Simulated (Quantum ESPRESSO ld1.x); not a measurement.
Charge is removed step by step from the 1s level of B3+, starting from [He]. Method: scalar-relativistic Kohn-Sham, PW91, spin-unpolarised, spherical densities, point nucleus; computed with ld1.x of Quantum ESPRESSO 7.5.

removed (e)  E - E(0) (eV)  eigenvalue (eV)  E minus straight line (eV)
0                    0.000          -231.71                       0.000
0.125               29.488          -240.10                      -3.742
0.25                60.029          -248.57                      -6.429
0.375               91.634          -257.11                      -8.054
0.5                 124.31          -265.70                      -8.608
0.625               158.06          -274.35                      -8.085
0.75                192.90          -283.04                      -6.477
0.875               228.82          -291.74                      -3.783
1                   265.83          -300.45                       0.000

Removing the whole electron costs 265.83 eV by Delta-SCF, against 231.71 eV from minus the eigenvalue at the starting occupation. Slater's transition state (half an electron removed) gives 265.70 eV. Integrating minus the eigenvalue over the occupation (Janak's theorem) gives 265.83 eV. In this scalar-relativistic scheme the density is built from large components alone, so the theorem holds only approximately. The mean slope of the eigenvalue, de/dn, is 68.7 eV per electron. Ionisation energy of B3+ in the NIST Atomic Spectra Database: 259.37 eV (theoretical).

Beside tabulated values, note that spin-unpolarised runs miss the spin-polarisation part of the exchange energy of open shells.
